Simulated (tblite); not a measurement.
Compound: C₆H₄N₂.
Numbering: `[CH:1]#[C:2][c:3]1[n:4][cH:5][cH:6][cH:7][n:8]1` (hydrogens: H9 on C1; H10 on C5; H11 on C6; H12 on C7)

Computed with GFN2-xTB (tblite), gas phase: Langevin dynamics at 300 K from the optimised GFN2-xTB geometry, time step 0.5 fs, friction 0.01 fs⁻¹, 2000 steps.

Start geometry:
```
atom  x, y, z in Å
C1      3.282   -0.132   -0.584
C2      2.101   -0.082   -0.376
C3      0.703   -0.026   -0.128
N4     -0.035    0.706   -0.961
C5     -1.332    0.752   -0.724
C6     -1.918    0.075    0.338
C7     -1.054   -0.656    1.144
N8      0.244   -0.710    0.919
H9      4.314   -0.175   -0.766
H10    -1.916    1.352   -1.411
H11    -2.978    0.115    0.526
H12    -1.409   -1.219    1.999
```

The statistics below take the 31 frames saved every 25 fs from 250 to 1000 fs; their kinetic temperature (all 3N coordinates) averages 296 K.

Problem. Give the mean, spread and extremes of the bond lengths.

Solution. 
```tsv
bond	start (Å)	mean (Å)	standard deviation (Å)	shortest (Å)	longest (Å)
C1≡C2	1.200	1.204	0.010	1.187	1.221
C2–C3	1.421	1.431	0.030	1.370	1.513
C3–N4	1.332	1.329	0.031	1.262	1.405
N4–C5	1.319	1.329	0.023	1.286	1.378
C5–C6	1.389	1.394	0.028	1.351	1.441
C6–C7	1.389	1.393	0.022	1.350	1.440
C7–N8	1.319	1.321	0.030	1.272	1.399
C3–N8	1.332	1.324	0.036	1.254	1.379
C1–H9	1.049	1.053	0.016	1.026	1.081
C5–H10	1.083	1.088	0.035	1.029	1.159
C6–H11	1.077	1.085	0.031	1.025	1.140
C7–H12	1.083	1.086	0.024	1.048	1.151
```

Problem. How far does each atom move about its mean position (frames aligned on the start, all atoms weighted alike), and what rms force does it feel?

Solution. 
```tsv
atom	rms displacement (Å)	rms force (eV/Å)
C1	0.13	1.31
C2	0.13	1.46
C3	0.15	2.21
N4	0.14	1.60
C5	0.07	1.93
C6	0.09	1.96
C7	0.07	1.77
N8	0.15	2.22
H9	0.24	0.66
H10	0.13	1.15
H11	0.21	1.09
H12	0.14	0.89
```

The displacements run from 0.07 to 0.24 Å, the largest at H9.

Problem. How widely does the potential energy scatter, against a harmonic estimate?

Solution. Mean 0.40 eV above the start, standard deviation 0.111 eV, range 0.19 to 0.62 eV. For 30 classical harmonic modes at 300 K the canonical values are 30kT/2 = 0.39 eV and kT·√(30/2) = 0.100 eV.

The run is classical and short, so these are rough statistics of one trajectory.

What follows is the cost of the whole dynamics run. On one thread of an Intel Xeon Platinum 8375C at 2.90 GHz, on a shared host, this took 10 s wall and 0.18 GiB of memory at its peak.
